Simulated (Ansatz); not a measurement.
CHBr2I (`BrC(Br)I`). Charge 0, multiplicity 1. I: def2 effective core potential.

What are the harmonic wavenumbers in cm⁻¹ at PBE0-D4/def2-TZVP (Ansatz, finite differences of forces, unscaled)? (Best estimate.)

Ansatz gave: 129, 138, 207, 506, 646, 672, 1127, 1168, 3199.

Is this a minimum?

Yes, all 9 modes are real.

Give the ideal-gas thermochemistry at 298.15 K and 1 bar (rigid rotor, harmonic oscillator; point group Cs, symmetry number 1).

Zero-point energy 46.6 kJ/mol; H(298) − E = 62.9 kJ/mol; entropy 348.2 J/(mol·K), of which translation 180.0, rotation 129.2, vibration 39.0; G(298) − E = -41.0 kJ/mol.
